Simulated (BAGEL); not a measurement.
How the cost of HF grows with the basis: C2HF3O2 (trifluoroacetic acid)

The species is C2HF3O2 (8 atoms), meant as a singlet with charge 0. SMILES: `O=C(O)C(F)(F)F`. Geometry: relaxed at PBE0-D4/def2-TZVP. This is one conformer, not always the lowest.

HF (density fitting with qzvpp-jkfit), energy, BAGEL 1.2.2, on 1 thread of Intel Xeon at 2.30GHz, shared host. N is the number of basis functions, t the processor time.

| basis | N | t (s) | ln N | ln t |
| --- | --- | --- | --- | --- |
| 6-311G(d,p) | 132 | 3.4 | 4.883 | 1.224 |
| 6-311++G(d,p) | 161 | 4 | 5.081 | 1.386 |
| 6-311++G(2d,2p) | 199 | 5.3 | 5.293 | 1.668 |
| 6-311++G(3df,3pd) | 291 | ? | 5.673 | ? |

Question: Fit t = C·Nᵖ to the known rows and estimate the time in 6-311++G(3df,3pd).

Answer: 
1. Means of the 3 rows: ln N = 5.08567, ln t = 1.4260.
2. Σ(Δln N)² = 0.084083, Σ(Δln N·Δln t) = 0.0913, so the slope is 0.0913/0.084083 = 1.0858.
3. Intercept: 1.4260 − (1.0858) × 5.08567 = -4.0960. The largest residual of the fit is 0.035.
4. ln t = -4.0960 + 1.0858 × 5.673, so t ≈ 7.9 s.

The run took 9.8 s, so the estimate is too short by a factor of about 1.2. The fitted power is 1.1, with the electron count fixed. So low a power shows that fixed costs still weigh.
